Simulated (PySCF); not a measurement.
Species: BEt2Cl, C4H10BCl.
Cartesian coordinates in Å at the PBE0-D3(BJ)/def2-SVP level; atoms count from 1:
```xyz
16
C4H10BCl angstrom
B     -0.1316   -0.2435   -0.0216
C      1.4363   -0.2703    0.0112
C      2.1690   -1.3132   -0.8215
H      1.6616   -0.4205    1.0891
H      1.8128    0.7476   -0.1954
H      3.2568   -1.2774   -0.6580
H      1.8239   -2.3298   -0.5814
H      1.9911   -1.1620   -1.8977
C     -0.9484    1.0536    0.3048
C     -2.4306    0.9347    0.6267
H     -0.7993    1.6855   -0.5966
H     -0.4055    1.6068    1.0934
H     -2.8995    1.9199    0.7712
H     -2.9731    0.4168   -0.1783
H     -2.5942    0.3513    1.5461
Cl    -1.0038   -1.7336   -0.4257
```

Lines to be assigned: B 1s: 196.65 eV; C 1s: 290.31 (area 2), 290.59 (area 2) eV; Cl 1s: 2828.41 eV; Cl 2p3/2: 205.81 eV.

Method used: delta-SCF UKS SCAN, pcX-2 on the ionised atom, pcseg-1 elsewhere, spin-free X2C in PySCF. Geometry: PBE0-D3(BJ)/def2-SVP, one conformer, isolated molecule.

Task: Order the carbon atoms by C 1s binding energy.

Result: 290.31 eV: C2/C9 (carbon bonded to B, C and 2 H); 290.59 eV: C3/C10 (carbon bonded to C and 3 H). Lowest listed C 1s: C2/C9, bonded to C, 2 H and B. Highest, 0.28 eV above it: C3/C10, bonded to C and 3 H.

Bonded neighbours of each site: B1: Cl and 2 C; C2/C9: C, 2 H and B; C3/C10: C and 3 H; Cl16: B.

Task: Which photon energy gives electrons from C 1s of C2/C9 a kinetic energy of 20 eV, and what is their de Broglie wavelength?

Result: hν = 290.31 + 20 = 310.31 eV, recoil neglected; λ = 12.264 Å/√(E/eV) = 2.74 Å.

Topologically equivalent atoms share the value of their first member; where this conformer doesn't relate them by symmetry, their own values could differ. Spin–orbit coupling isn't in the SCF: each 2p doublet comes from a relaxed spin-free hole plus a matrix of the shell (mean-field spin–orbit coupling and the ground-state 2p splitting), with 2p3/2 averaged over its two sublevels. 2p1/2 minus 2p3/2 (ligand field included): Cl 1.65 eV.
